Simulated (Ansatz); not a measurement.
B3H3O (`BB1BO1`), relaxed with RKS PBE-D4/def2-SVP in Ansatz 0.2.0 from a rough embedded geometry. The force threshold is 0.03 eV/Å; the program also tests the step.

Total charge 0; spin multiplicity 1.

Start:

```xyz
7

B     0.786   -0.197   -1.127
B    -0.445    0.174   -0.186
B    -0.877    0.442    1.404
O    -1.714   -0.118    0.475
H     0.629   -0.830   -2.173
H     1.935    0.145   -0.900
H    -0.314    0.384    2.506
```

(1) How much energy does the relaxation release, and in how many steps? (Estimate.)

(2) Which bonds change most? (Best estimate.)

(3) Give the relaxed structure. (Estimate.)

Answers

(1) Ansatz gave: 46.35 kcal/mol, in 11 steps.

(2) Ansatz gave: B2–B3 from 1.670 to 1.615 Å; B2–O4 from 1.461 to 1.417 Å; B1–B2 from 1.593 to 1.630 Å; B3–H7 from 1.239 to 1.205 Å.

(3) Ansatz gave: 
```xyz
7

B     0.803   -0.211   -1.269
B    -0.141    0.067    0.030
B    -0.707    0.122    1.542
O    -1.375    0.623    0.452
H     0.754   -1.270   -1.870
H     1.680    0.570   -1.592
H    -1.014    0.099    2.707
```
